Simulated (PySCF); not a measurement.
Compound: C₇H₁₈AlP.
SMILES with atom numbers: `[CH3:1][CH2:2][C@@H:3]1[CH2:4][CH2:5][P@@+:6]([CH3:7])([AlH3-:8])[CH2:9]1` (hydrogens: H10, H11, H12 on C1; H13, H14 on C2; H15 on C3; H16, H17 on C4; H18, H19 on C5; H20, H21, H22 on C7; H23, H24, H25 on Al8; H26, H27 on C9)

Cartesian coordinates in Å at the PBE0-D3(BJ)/def2-SVP level; atoms count from 1:
```xyz
27
C7H18AlP angstrom
C      3.264    0.719   -0.631
C      2.476   -0.546   -0.335
C      1.122   -0.304    0.322
C      0.375   -1.593    0.673
C     -1.006   -1.200    1.190
P     -1.533    0.229    0.139
C     -2.473   -0.510   -1.244
Al    -2.579    2.100    1.328
C      0.163    0.537   -0.538
H      2.746    1.364   -1.357
H      3.425    1.312    0.284
H      4.254    0.483   -1.051
H      3.068   -1.205    0.323
H      2.318   -1.118   -1.269
H      1.288    0.249    1.266
H      0.280   -2.218   -0.234
H      0.930   -2.192    1.412
H     -0.956   -0.843    2.231
H     -1.752   -2.007    1.154
H     -1.939   -1.364   -1.686
H     -2.637    0.257   -2.014
H     -3.456   -0.839   -0.875
H     -1.337    2.411    2.308
H     -2.838    3.121    0.113
H     -3.857    1.355    1.960
H      0.397    1.610   -0.520
H      0.190    0.203   -1.589
```

All values: PBE0/pcSseg-1 (PySCF, non-relativistic), on one gas-phase PBE0-D3(BJ)/def2-SVP geometry that isn't relaxed in the solvent. The solvent is an IEF-PCM continuum (Bondi radii, 1.10 Å for H, scaled by 1.2). The model holds no explicit solvent molecules, cavitation or dispersion.

```
run  E − E(gas) (kcal/mol)  HOMO (eV)  HOMO–LUMO gap (eV)  dipole (D)
gas                   0.00      -7.31                7.78        6.37
  P                  -6.87      -7.64                8.27        7.59
  Q                  -9.21      -7.64                8.19        8.05
```

Task: The runs were made in chloroform and methanol. Which run belongs to which solvent?

Result: P = chloroform, Q = methanol. The dielectric constants are 4.711 (chloroform), 32.61 (methanol), and the energy falls further as ε rises. In this model the ground state sees the solvent through ε alone.

Task: How constant is the ratio of the lowering to (ε − 1)/(2ε + 1)?

Result: 
| solvent | (ε − 1)/(2ε + 1) | E − E(gas) (kcal/mol) | ratio (kcal/mol) | polarisation term (kcal/mol) |
| --- | --- | --- | --- | --- |
| chloroform | 0.356 | -6.87 | -19.3 | -7.82 |
| methanol | 0.477 | -9.21 | -19.3 | -10.97 |

The ratio changes by 0.0 % in size from chloroform to methanol. The polarisation term is half the interaction of the solute with the induced surface charges.
